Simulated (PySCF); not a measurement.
Bonds (- single, = double, # triple, : aromatic): C1=C2, C2-C3, C3-C4, C4-C5, C5=C6, C6-C7, C6-O8, O8-C9, C5-C2. C1 carries H10, H11; C3 carries H12, H13; C4 carries H14, H15; C7 carries H16, H17, H18; C9 carries H19, H20, H21. Stereochemistry as in C=C1CC/C1=C(\C)OC. H11 is cis to C3; H10 is trans to C3.

How the numbers were obtained: GFN2-xTB structure, σ from GIAO-PBE0/pcSseg-1, in PySCF 2.14.0 with density-fitted response routines (averaged over atoms made equivalent by symmetry, fast rotation or ring inversion, no solvent model, a single conformation, non-relativistic).

Task: List the cross peaks expected in HSQC, COSY and HMBC spectra.

Result: 

HSQC (one-bond C–H):
| δH | δC |
| --- | --- |
| 5.42 (H10) | 110.9 (C1) |
| 5.04 (H11) | 110.9 (C1) |
| 3.87 (H19/H20/H21) | 55.1 (C9) |
| 2.58 (H14/H15) | 25.1 (C4) |
| 2.53 (H12/H13) | 27.4 (C3) |
| 1.95 (H16/H17/H18) | 14.6 (C7) |

COSY cross peaks (H two or three bonds apart, from the bond graph; peaks can be absent where the dihedral angle is near 90°):
| δH | δH |
| --- | --- |
| 5.42 (H10) | 5.04 (H11) |
| 2.58 (H14/H15) | 2.53 (H12/H13) |

HMBC (two and three bonds, from the bond graph):
| δH | δC |
| --- | --- |
| 5.42 (H10) | 151.0 (C2), 119.5 (C5), 27.4 (C3) |
| 5.04 (H11) | 151.0 (C2), 119.5 (C5), 27.4 (C3) |
| 3.87 (H19/H20/H21) | 154.6 (C6) |
| 2.58 (H14/H15) | 154.6 (C6), 151.0 (C2), 119.5 (C5), 27.4 (C3) |
| 2.53 (H12/H13) | 151.0 (C2), 119.5 (C5), 110.9 (C1), 25.1 (C4) |
| 1.95 (H16/H17/H18) | 154.6 (C6), 119.5 (C5) |

References, each an isolated molecule treated in the same way: TMS for ¹H (σ = 31.72 ppm), ¹³C (σ = 186.93 ppm).

Short H···H contacts in this conformer between protons four or more bonds apart (candidates for NOE cross peaks, intensity ∝ r⁻⁶): H16···H21 2.33 Å, H15···H17 2.65 Å.

Shifts are as computed. Against solution values, carbons near 30 ppm lie about +3 ppm off and those near 130 ppm about +5 ppm. Of 1211 compounds with measured shifts, 218 miss one by over three times the rms of a fit or turn the order of signals round; such compounds aren't used in these exercises.
